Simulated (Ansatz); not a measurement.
Program: Ansatz. Geometries: PBE0-D4/def2-TZVP. ΔE: electronic, gas phase. CCSD(T)/CBS adds triple-zeta CCSD(T) − MP2 to the extrapolated MP2 energy (def2 sets, frozen cores). Functionals use def2-TZVPP. B3LYP here is the variant with VWN-RPA as its local correlation; programs differ in this. Each species was taken in one conformer, which may not be the lowest.

Reaction (isomerisation): `O[Si]([SiH3])([SiH3])Cl` → `O[SiH2][SiH2][SiH2]Cl`

`O[Si]([SiH3])([SiH3])Cl`:

Z-matrix (Å, degrees):
```
Si
Si 1 2.347
Si 1 2.339 2 115.6
O 1 1.646 2 112.2 3 122.4
Cl 1 2.079 2 104.9 3 -118.4
H 2 1.486 1 109.8 3 62.2
H 2 1.488 1 110.5 3 -58.3
H 2 1.489 1 109.3 3 -178.0
H 3 1.486 1 110.1 2 -175.5
H 3 1.487 1 108.3 2 -55.7
H 3 1.487 1 110.2 2 63.4
H 4 0.960 1 118.0 2 54.5
```

`O[SiH2][SiH2][SiH2]Cl`:

```xyz
12

O     1.469   -2.647   -0.666
Si    1.076   -1.351    0.279
Si   -0.549    0.036   -0.699
Si   -1.010    1.854    0.696
Cl   -2.401    3.094   -0.190
H     1.797   -2.474   -1.549
H     0.562   -1.922    1.548
H     2.272   -0.512    0.582
H    -1.812   -0.711   -0.953
H    -0.046    0.567   -1.999
H     0.211    2.659    0.954
H    -1.570    1.407    1.997
```

| level | ΔE (kJ/mol) |
| --- | --- |
| PBE-D4 | 16.7 |
| B3LYP-D4 | 17.3 |
| PBE0 | 11.9 |
| SCS-MP2/def2-QZVPP | 11.7 |

What does CCSD(T)/CBS give? (An estimate is asked.)

Ansatz gave: +13.2 kJ/mol. The listed levels differ from it by 3.5, 4.1, -1.3, -1.5 kJ/mol.

Largest T1 diagnostic among the species: 0.013.

In def2-TZVPP, CCSD(T) changes the Hartree–Fock value by +4.7 kJ/mol (the triples alone add +1.2 kJ/mol) and MP2 by +4.8 kJ/mol. The D4 term adds +5.2 kJ/mol with B3LYP and +2.9 kJ/mol with PBE0; it sums over pairs of atoms, weighted by their polarisabilities, and B3LYP, whose exchange is more repulsive, gets the larger term.
